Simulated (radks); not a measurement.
These are the eigenvalues of the occupied orbitals of an atom or ion with whole-number occupations (Ry). All-electron calculation, scalar-relativistic Kohn-Sham, LDA (Slater exchange, Perdew-Wang correlation), spin-polarised, spherical densities, finite nucleus; Fermi nuclear charge, rms radius of each element as measured or else 0.836 A^(1/3) + 0.57 fm. Program: a radial shooting solver on a logarithmic mesh with Libxc functionals.

orbital  eigenvalue
1s up     -5104.176
1s down   -5104.175
2s up     -883.2150
2s down   -883.2064
2p up     -773.2632
2p down   -773.2556
3s up     -205.3071
3s down   -205.3030
3p up     -172.7315
3p down   -172.7271
3d up     -135.1302
3d down   -135.1238
4s up     -44.29837
4s down   -44.28940
4p up     -33.60370
4p down   -33.59450
4d up     -20.02922
4d down   -20.01789
5s up      -8.34218
5s down    -8.26507
5p up      -5.67393
5p down    -5.57563
4f up      -4.97664
4f down    -4.95518
5d up      -2.62808
6p up      -1.73176

Which element is it, and in what charge state? The configuration may be excited. Open shells, if any, are filled with parallel spins first.

Answer. Z = 74, tungsten, charge +3: W3+ in [Xe] 4f14 5d2 6p1. The list shows which subshells hold electrons but not how many an open one holds; the 1s level, -2552.1 hartree, gives Z - s = 71.4 by -(Z - s)^2/2, which with screening and relativity narrows Z to a few neighbours, and the depths of the outer levels then fix element, charge and occupations together.
